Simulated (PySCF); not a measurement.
Gas-phase reaction: MoO2(OH)2 + O3 = MoO3 + 2 HO2

Method: PySCF energies (xtb for GFN2) plus ideal-gas RRHO corrections (1 bar). S°(298 K) at PBE0/def2-TZVP differs from the NASA 1993 table for MoO3 (+7 J/mol/K); whether the harmonic model or the table's entry is off was not settled. † marks an energy on the PBE0/def2-TZVP geometry and frequencies; other levels use their own. MP2 and CCSD(T) freeze the core. Open shells (unrestricted): HO2 (multiplicity 2); the rest are closed-shell singlets. GFN2 has no spin-polarisation term. Mo: scalar-relativistic def2 core potential, no spin-orbit coupling. No R ln 2 is added for the mirror-image form of MoO2(OH)2. MP2 isn't extrapolated to the basis-set limit; its ΔH°(298 K) is 431.9 kJ in def2-SVP and 454.3 kJ in def2-TZVPP. CCSD(T) isn't extrapolated to the basis-set limit; its ΔH°(298 K) is 372.6 kJ in def2-SVP and 388.5 kJ in def2-TZVPP. The harmonic model lacks anharmonicity and excited electronic states, which grow with temperature; levels with a mode under 35 cm⁻¹ are left out. Strong static correlation: O3, MoO3. Warning, large T1 diagnostic: MoO2(OH)2, MoO3, O3 (CCSD(T)/def2-SVP†). Warning, point group unlike the PBE0 one: MoO2(OH)2 (GFN2-xTB).

| level | ΔE electronic, kJ | ΔH°(298 K), kJ | ΔS°(298 K), J/K | ΔG°(2000 K), kJ |
|---|---|---|---|---|
| CCSD(T)/def2-SVP† | 377 | 373 | 173 | 63 |
| GFN2-xTB | 600 | 595 | 170 | 294 |
| MP2/def2-SVP† | 437 | 432 | 173 | 122 |
| MP2/def2-TZVPP† | 459 | 454 | 173 | 144 |
| PBE/def2-SVP | 410 | 405 | 169 | 104 |
| PBE0/def2-QZVP† | 364 | 359 | 173 | 49 |
| PBE0/def2-SVP† | 364 | 359 | 173 | 49 |
| r2SCAN/def2-TZVP† | 389 | 384 | 173 | 74 |
ΔH° is lowest at PBE0/def2-SVP† and highest at GFN2-xTB. No reference value is set beside these.
